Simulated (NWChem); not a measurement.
Molecule: TlCl; SMILES [Cl][Tl]

```xyz
2

Tl     0.0000     0.0000    -0.4220
Cl     0.0000     0.0000     2.1145
```
Atoms are numbered in this order, from 1.

Structure relaxed at the PBE-D3(BJ)/def2-SVP level. def2 effective core potentials on Tl; no spin-orbit coupling.

Task: List the 4 lowest vertical singlet excitations and the 4 lowest triplet ones from BHandHLYP/def2-SVP with def2 effective core potentials on Tl, TDA (NWChem).

Result: 
```tsv
state	energy (eV)	oscillator strength	leading excitation (squared amplitude)
S1	4.66	0.061	HOMO → LUMO (0.98)
S2	4.66	0.061	HOMO → LUMO+1 (0.98)
S3	5.02	0.000	HOMO−2 → LUMO (0.50)
S4	5.08	0.000	HOMO−2 → LUMO+1 (0.49)
T1	3.95	spin-forbidden	HOMO → LUMO (0.97)
T2	3.95	spin-forbidden	HOMO → LUMO+1 (0.97)
T3	4.78	spin-forbidden	HOMO−2 → LUMO+1 (0.49)
T4	4.89	spin-forbidden	HOMO−2 → LUMO (0.49)
```
